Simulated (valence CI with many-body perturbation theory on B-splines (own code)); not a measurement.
**Level structure of Zr8+**

Calculated by relativistic CI+MBPT: four valence electrons over a frozen Dirac-Fock core [Ar] 3d10, radial functions for each j: 11 s, 11 p, 10 d, 8 f, 5 g, 2 h, with the one-electron correlation potential Σ1 (screened to all orders), the two-electron term Σ2, the three-electron term Σ3, Breit, model QED; selected single and double excitations, second order for the rest, scaled by the run's own slope (own B-spline code, finite nucleus).

No measured spectrum was set against this ion. As an estimate, levels hold to about 250 cm⁻¹ or 0.2 % of their energy and the worst to 1 %, as in measured heavy ions of charge 2 to 7; those with d or f electrons hold less well. Among the levels kept, up to 830 cm⁻¹ of a level comes from second order outside the variational space, and about a tenth of that is noise between levels of different J, which matters for small intervals.

Levels 91 to 135 of 178, with energies above the lowest level, 4s²4p² ³P_0. "Leading %" is the weight of the configuration and term that name the level; weights of strongly mixed levels are sums over their largest components and can fall short. Lifetimes count E1, E2, E3, M1 and M2 decay at the calculated energies, and are blank where another channel may lead or the interval is too uncertain; long ones can be off by a factor of two.

```csv
No.,Configuration,Term,J,E (eV),Leading %,Lifetime,Second component
91,4s4p²4d,¹S,0,76.255,45,15.0 ps,21 % 4s²4p5p ³P
92,4s4p²4d,¹P,1,77.105,36,19.7 ps,35 % 4s²4p5p ³P
93,4s4p²4d,³P,1,77.448,22,17.2 ps,19 % 4s²4p5p ³P
94,4s4p²4d,³P,2,77.609,45,14.6 ps,25 % 4s²4p5p ³P
95,4s²4p5p,³P,2,77.952,36,16.8 ps,23 % 4s4p²4d ³P
96,4s²4p5p,³D,3,77.994,93,44.9 ps,
97,4s²4p4f,³G,4,78.307,34,29.9 ps,33 % 4s²4p4f ¹G
98,4s²4p4f,³G,3,78.539,66,16.1 ps,13 % 4s²4p4f ³F
99,4s²4p5p,³S,1,78.548,74,40.7 ps,9 % 4s²4p5p ¹P
100,4s4p²4d,³P,0,78.950,75,8.47 ps,7 % 4p⁴ ³P
101,4s4p²4d,³P,1,78.997,54,9.61 ps,31 % 4s4p²4d ¹P
102,4s²4p4f,³F,2,79.104,36,16.7 ps,13 % 4s²4d² ³F
103,4s²4p5p,¹D,2,79.190,62,47.5 ps,18 % 4s²4p5p ³P
104,4s²4p4f,³F,3,79.726,39,16.2 ps,18 % 4s²4p4f ³G
105,4s²4p4f,¹G,4,80.023,36,36.8 ps,25 % 4s²4p4f ³G
106,4s4p²4d,¹D,2,80.095,36,11.8 ps,22 % 4s²4p4f ¹D
107,4s²4p4f,³G,5,80.527,90,17.0 ps,7 % 4s4p²4d ³G
108,4s²4p4f,³F,4,80.565,37,17.7 ps,31 % 4s²4p4f ³G
109,4s²4p5p,¹S,0,81.143,85,59.2 ps,8 % 4s²4p5p ³P
110,4s²4p4f,³D,3,82.111,55,11.9 ps,9 % 4s4p²4d ³D
111,4s²4p4f,³D,2,82.892,64,11.7 ps,17 % 4s4p²4d ³D
112,4s²4p4f,³D,1,83.416,72,11.8 ps,24 % 4s4p²4d ³D
113,4s4p²4d,¹F,3,83.960,49,8.23 ps,33 % 4s²4p4f ¹F
114,4s4p²4d,¹D,2,84.352,36,9.81 ps,24 % 4s²4p4f ¹D
115,4s4p²5s,⁵P,1,86.186,94,38.5 ps,
116,4s²4d²,³F,2,86.613,62,7.06 ps,15 % 4s²4p4f ³F
117,4s²4d²,³F,3,86.815,65,7.24 ps,15 % 4s²4p4f ³F
118,4s²4d²,³F,4,86.969,67,7.46 ps,15 % 4s²4p4f ³F
119,4s²4d²,³P,0,87.020,84,9.22 ps,10 % 4s4p²4d ³P
120,4s²4d²,³P,1,87.124,84,9.26 ps,10 % 4s4p²4d ³P
121,4s4p²5s,⁵P,2,87.232,94,38.4 ps,
122,4s²4d²,³P,2,87.286,81,9.49 ps,10 % 4s4p²4d ³P
123,4s4p²5s,³P,0,88.058,93,14.7 ps,
124,4s4p²5s,⁵P,3,88.326,93,40.6 ps,5 % 4s4p²5s ³D
125,4s4p²5s,³P,1,88.990,92,14.5 ps,
126,4s²4d²,¹D,2,89.115,54,8.56 ps,21 % 4s²4p4f ¹D
127,4p³4d,³F°,2,89.153,36,115 ps,22 % 4p³4d ³D°
128,4p³4d,⁵D°,3,89.284,43,82.2 ps,19 % 4p³4d ³D°
129,4p³4d,⁵D°,0,89.467,63,71.2 ps,21 % 4p³4d ¹S°
130,4p³4d,⁵D°,1,89.638,88,53.3 ps,5 % 4s4p²4f ⁵D°
131,4p³4d,⁵D°,4,89.656,72,67.9 ps,9 % 4p³4d ³F°
132,4p³4d,⁵D°,2,89.850,66,65.5 ps,17 % 4p³4d ³D°
133,4p³4d,¹S°,0,90.019,57,140 ps,27 % 4p³4d ⁵D°
134,4s4p²5s,³P,2,90.138,87,14.6 ps,4 % 4s4p²5s ³D
135,4p³4d,³F°,2,90.207,36,168 ps,35 % 4p³4d ³D°
```

Names give the largest LS component (configuration and term), which can be under half, so a name can repeat, a term be missing and a line seem to break the LS rules; names also repeat where a configuration has a term twice.

Where two levels of one J and parity lie close, their mixing, g and order are uncertain.
